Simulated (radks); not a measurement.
Species: a nucleus of charge 61.8 with 61 electrons. Configuration: [Xe] 4f5 6s2. Method: Dirac Kohn-Sham, PBEsol, spin-unpolarised, spherical densities, finite nucleus; open shells are shared between the two j in proportion to 2j + 1; Fermi nuclear charge, rms radius 4.962 fm; computed with a radial shooting solver on a logarithmic mesh with Libxc functionals. Some entries of the table are withheld. Estimate them.

orbital,occ.,eigenvalue (hartree),<1/r> (bohr^-1),<r^2> (bohr^2)
1s1/2,2,-1700.933,68.51,0.0007106
2s1/2,2,-277.9275,16.27,0.01114
2p1/2,2,-263.4540,16.26,(1)
2p3/2,4,-241.6365,14.50,(2)
3s1/2,2,-61.19109,5.913,0.07489
3p1/2,2,-54.96084,(3),(4)
3p3/2,4,-50.55049,(5),(6)
3d3/2,4,-39.72411,5.261,0.06218
3d5/2,6,-38.76642,5.150,0.06421
4s1/2,2,-12.50658,2.467,0.3817
4p1/2,2,-10.11992,2.362,(7)
4p3/2,4,-9.14726,2.213,(8)
4d3/2,4,-5.21543,1.995,0.5150
4d5/2,6,-5.04123,1.959,0.5307
5s1/2,2,-1.92099,0.9562,2.185
5p1/2,2,-1.26461,0.8454,(9)
5p3/2,4,-1.12716,0.7929,(10)
4f5/2,2.14286,(11),1.416,1.141
4f7/2,2.85714,(12),1.401,1.174
6s1/2,2,-0.31466,0.3366,15.70

Answer. 
(1) 2p1/2 <r^2> (bohr^2): 0.008119
(2) 2p3/2 <r^2> (bohr^2): 0.009362
(3) 3p1/2 <1/r> (bohr^-1): 5.829
(4) 3p1/2 <r^2> (bohr^2): 0.07002
(5) 3p3/2 <1/r> (bohr^-1): 5.387
(6) 3p3/2 <r^2> (bohr^2): 0.07725
(7) 4p1/2 <r^2> (bohr^2): 0.4036
(8) 4p3/2 <r^2> (bohr^2): 0.4433
(9) 5p1/2 <r^2> (bohr^2): 2.760
(10) 5p3/2 <r^2> (bohr^2): 3.084
(11) 4f5/2 eigenvalue (hartree): -0.50105
(12) 4f7/2 eigenvalue (hartree): -0.48002
